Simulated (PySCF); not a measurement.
Ga(F)(Cl)(vinyl) (C2H3ClFGa), SMILES C=[CH][Ga]([F])[Cl].

The structure is a stationary point at PBE-D3(BJ)/def2-SVP. The structure was generated by enumeration; whether it is a known compound was not checked. The values are those of a single conformer.

All values below come from PBE-D3(BJ)/def2-SVP (PySCF).

Frequencies are harmonic and unscaled.

```
mode  ν (cm⁻¹)  IR (km/mol)   moving atoms (share of kinetic energy)
----  --------  -----------  ---------------------------------------
1           80          1.7          C 39 %, F 26 %, H 24 %, Ga 11 %
2           83          1.3         C 36 %, Cl 31 %, H 14 %, Ga 13 %
3          164          7.9  Ga 35 %, H 25 %, C 18 %, F 13 %, Cl 9 %
4          167         17.6                 F 62 %, Cl 19 %, Ga 15 %
5          292          5.1                  C 61 %, H 19 %, Ga 14 %
6          403         34.7                         Cl 68 %, Ga 23 %
7          474         30.7                           H 68 %, C 29 %
8          576         39.8                  C 58 %, H 19 %, Ga 17 %
9          688         74.7                          F 73 %, Ga 24 %
10         960          7.3                           H 87 %, C 13 %
11         965         19.0                           H 71 %, C 29 %
12        1000         18.8                                   H 94 %
13        1206         10.6                           H 72 %, C 28 %
14        1364         14.7                           H 84 %, C 16 %
15        1604          5.8                           C 85 %, H 15 %
16        3047          8.3                                   H 95 %
17        3098          1.5                            H 91 %, C 9 %
18        3143          1.7                           H 89 %, C 11 %
```
